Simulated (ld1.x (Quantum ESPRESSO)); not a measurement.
Pseudopotential generation for chromium: PAW, PBE, scalar-relativistic.

Cr (Z = 24), PAW, made with ld1.x (Quantum ESPRESSO) 7.5 (PBE, scalar-relativistic). Core [Ne], reference 3s2 3p6 3d5 4s0 4p0 (charge +1). Waves: 3s (bound): rcut 1.20, rcutus 1.35 bohr; 4s (bound, empty): rcut 1.20, rcutus 1.35 bohr; 3p (bound): rcut 1.30, rcutus 1.55 bohr; 4p (bound, empty): rcut 1.30, rcutus 1.55 bohr; 3d (bound): rcut 1.80, rcutus 2.25 bohr; 3d channel at 0.3 Ry: rcut 1.80, rcutus 2.25 bohr. Local part: all-electron potential smoothed inside 1.05 bohr (lloc = -2). Core correction: a·sin(br)/r model core inside 1.15 bohr. Augmentation charge: PSQ, radius 1.30 bohr.

All-electron outer shells of the reference configuration (PBE, scalar-relativistic, ld1.x):

| shell | level (eV) | outermost node (bohr) | outermost maximum (bohr) |
| --- | --- | --- | --- |
| 2p | -567.50 | – | 0.20 |
| 3s | -80.98 | 0.36 | 0.78 |
| 3p | -52.47 | 0.33 | 0.80 |
| 4s | -9.95 | 1.12 | 2.58 |
| 3d | -9.88 | – | 0.85 |
| 4p | -6.00 | 1.24 | 3.27 |

(1) Is the overlap operator S = 1 + Σ q|β⟩⟨β| positive definite (Bessel basis up to 400 Ry)?

## Answers

(1) No: its lowest eigenvalue is -0.413, in the p channel, so the generalised eigenproblem breaks down once the basis is large enough.

Test run stopped at test 1 of 7 (negative rho).

The ghost test of this file was not conclusive. Its overlap operator is not positive definite in a basis up to 400 Ry (lowest eigenvalue s -0.08, p -0.41, d -0.06), so the file is unfit for use: the generalised eigenproblem breaks down once the basis is large enough, and its test numbers describe a broken file.
